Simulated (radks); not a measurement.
Rh40+, 5 electrons, occupied as [He] 2s2 2p1. Method: scalar-relativistic Kohn-Sham, LDA (Slater exchange, Perdew-Wang correlation), spin-polarised, spherical densities, point nucleus; open shells are filled with parallel spins first (spin-orbit coupling, left out, can overturn this in heavy ions); computed with a radial shooting solver on a logarithmic mesh with Libxc functionals.

Normalised radial functions P(r) = r R(r), r in bohr:

```
   r/bohr * 1s down, o 2s up (the largest magnitude, 4.95, reaches the edge; | marks zero, & curves that meet)
 0.002888                             |  o     *
   0.0035                             |   o      *
  0.00424                             |   o        *
 0.005138                             |    o         *
 0.006225                             |     o          *
 0.007483                             |     o            *
 0.009067                             |      o             *
  0.01099                             |       o              *
  0.01331                             |       o                *
  0.01613                             |       o                 *
  0.01954                             |       o                  *
  0.02349                             |      o                   *
  0.02846                             |     o                   *
  0.03449                             |  o                    *
  0.04179                             o                    *
  0.05063                          o  |                *
  0.06135                      o      |           *
  0.07434                  o          |       *
  0.08936               o             |    *
   0.1083             o               |  *
   0.1312              o              |*
    0.159                o            *
   0.1926                   o         *
   0.2334                       o     *
   0.2805                          o  *
   0.3399                            o*
   0.4118                             &
```

1s down: eigenvalue -26423 eV, 0 radial nodes, <r> = 0.0325 bohr, 90 % of the charge inside 0.0583 bohr. 2s up: eigenvalue -6199.1 eV, 1 radial node at r = 0.0428 bohr, <r> = 0.134 bohr, 90 % of the charge inside 0.205 bohr.
